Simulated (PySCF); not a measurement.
Atom-mapped SMILES (the numbers label the heavy atoms): `[CH3:1][SiH2:2][N:3]1[CH2:4][CH:5]([F:6])[CH2:7]1`; H(Xn) means a hydrogen on atom n. Ha(C4), Ha(C7) are cis to F6 on the ring; Hb(C4), Hb(C7) are trans to F6 on the ring.

- shielding tensors at PBE0/pcSseg-1 (GIAO)
- GFN2-xTB geometry
- run in PySCF 2.14.0 with density-fitted response routines
- rapidly exchanging positions averaged, single conformer, relativity neglected, isolated molecule

Chemical shifts δ = σref − σ; ¹³C (186.93 ppm) and ¹H (31.72 ppm) and ²⁹Si (349.16 ppm) against TMS; NH3 for ¹⁵N (267.73 ppm); ¹⁹F (170.95 ppm) against CFCl3, all at this level.

| atoms | nucleus | count | δ (ppm) |
| --- | --- | --- | --- |
| N3 | ¹⁵N | 1 | ? |
| H(Si2) | ¹H | 2 | 4.69 |
| Si2 | ²⁹Si | 1 | -34.4 |
| C1 | ¹³C | 1 | ? |
| H(C5) | ¹H | 1 | 5.46 |
| C5 | ¹³C | 1 | 87.8 |
| C4/C7 | ¹³C | 2 | 59.2 |
| H(C1) | ¹H | 3 | ? |
| Ha(C4)/Ha(C7) | ¹H | 2 | 3.88 |
| Hb(C4)/Hb(C7) | ¹H | 2 | 4.04 |
| F6 | ¹⁹F | 1 | -193.9 |

**Question.** Complete the table.

**Answer.** 
- C1: -6.3 ppm, methyl carbon bonded to Si; an electropositive neighbour leaves it electron-rich and shielded
- H(C1): 0.16 ppm, hydrogen on a methyl carbon bonded to Si; an electropositive neighbour shields it, as in TMS itself
- N3: 3.9 ppm, nitrogen bonded to 2 C, Si, in a 4-membered ring

Shifts are as computed. Against solution values, carbons near 30 ppm lie about +3 ppm off and those near 130 ppm about +5 ppm. Of 1211 compounds with measured shifts, 218 miss one by over three times the rms of a fit or turn the order of signals round; such compounds aren't used in these exercises. Unscaled 19F shifts against computed CFCl3 carry errors that often reach 10 to 50 ppm. Experimental scales use liquid or dissolved standards, which lie at an offset from isolated NH3 (liquid NH3: subtract about 20 ppm).
